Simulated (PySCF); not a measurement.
## TcO₄⁻: from structure and modes to constants

These are results of PySCF, PBE0, basis Tc def2-TZVPD with ECP28, O def2-TZVPD (scalar-relativistic core potentials, no spin–orbit coupling, density fitting), not measurements.

The singlet minimum has Td symmetry. Masses (u): Tc 98.90722, O 15.99492.

```xyz
5
charge -1 multiplicity 1, angstrom
Tc    0.0000    0.0000    0.0000
O    -0.9821   -0.9821   -0.9821
O    -0.9821    0.9821    0.9821
O     0.9821   -0.9821    0.9821
O     0.9821    0.9821   -0.9821
```

Harmonic wavenumbers (cm⁻¹): 338.3 (e, ×2), 361.8 (t2, ×3), 965.8 (t2, ×3), 990.6 (a1, ×1).

Task: Find the principal moments of inertia and the rotational constants. What kind of rotor is it?

Result: About the centre of mass I = 123.42, 123.42, 123.42 u Å². With B = 16.8576/I this gives 0.1366, 0.1366, 0.1366 cm⁻¹. The molecule is a spherical top.

Task: What is the harmonic zero-point energy?

Result: Half the sum of all 9 wavenumbers, 5650/2 = 2825 cm⁻¹, which is 33.8 kJ/mol (1 cm⁻¹ = 0.0119627 kJ/mol).

Task: Find the vibrational entropy and heat capacity at 298.15 K.

Result: With u = 1.43878 ω/T, each mode gives S = R[u/(eᵘ−1) − ln(1−e⁻ᵘ)] and C = R u² eᵘ/(eᵘ−1)².
| ω (cm⁻¹) | u | S (J/(mol K)) | C (J/(mol K)) |
| --- | --- | --- | --- |
| 338.3 (×2) | 1.633 | 5.11 | 6.69 |
| 361.8 (×3) | 1.746 | 4.66 | 6.49 |
| 965.8 (×3) | 4.661 | 0.45 | 1.74 |
| 990.6 | 4.780 | 0.41 | 1.62 |
The sums over all modes are S = 26.0 and C = 39.7 J/(mol K); the softest mode gives 20 % of the entropy (each member, where degenerate).

Task: Give the standard entropy (298.15 K, 1 bar) by its translational, rotational, vibrational and spin parts, and Cp.

Result: Sackur–Tetrode with M = 162.89 u gives 172.4; rotation with symmetry number 12 gives 87.9; vibration 26.0; spin R ln 1 = 0.0. The total is 286.2 J/(mol K), and Cp = 4 R + 39.7 = 73.0 J/(mol K).

Stability towards spin polarisation was not tested. This need not be the most stable arrangement of these atoms. The lowest empty level of this anion is unbound, so it and the gap depend on the basis.
